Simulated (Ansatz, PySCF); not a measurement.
Gas-phase reaction in SMILES: OCl (HOCl) → [O]Cl + H atom (the H-O bond at the site shown breaks; other sites are not compared here)
Structures are relaxed separately at B3LYP-D3(BJ)/def2-TZVP in Ansatz (a quantum-chemistry and plane-wave program).
Geometry of the first species:
```xyz
3

O      0.0220     1.1044    -0.0012
H     -0.9233     1.3146     0.0160
Cl     0.0439    -0.5970    -0.0004
```

Property: bond dissociation energy (enthalpy at 298 K, with B3LYP-D3(BJ) rigid-rotor harmonic-oscillator terms from PySCF), in kcal/mol. Cores are frozen in the correlated levels unless marked. UHF or UKS for open shells. Spin-orbit coupling is left out. No relativistic terms. CBS(X,Y): correlation extrapolated as X^-3; Hartree-Fock from the larger set.

CCSD(T)/CBS(aug-cc-pV(T+d)Z,aug-cc-pV(Q+d)Z) (Ansatz) gives 96.0 kcal/mol.

Q: Another calculation gave 89.2 kcal/mol. Which level was it?
(A) HSE06/def2-TZVPD (Ansatz)
(B) B2GP-PLYP/def2-TZVPD (Ansatz)
(C) revPBE/def2-TZVPD (Ansatz)
(D) SVWN5/def2-TZVPD (Ansatz)

A: A, HSE06/def2-TZVPD (Ansatz). The others give 85.5 (revPBE), 92.6 (B2GP-PLYP), 100.1 (SVWN5) kcal/mol.
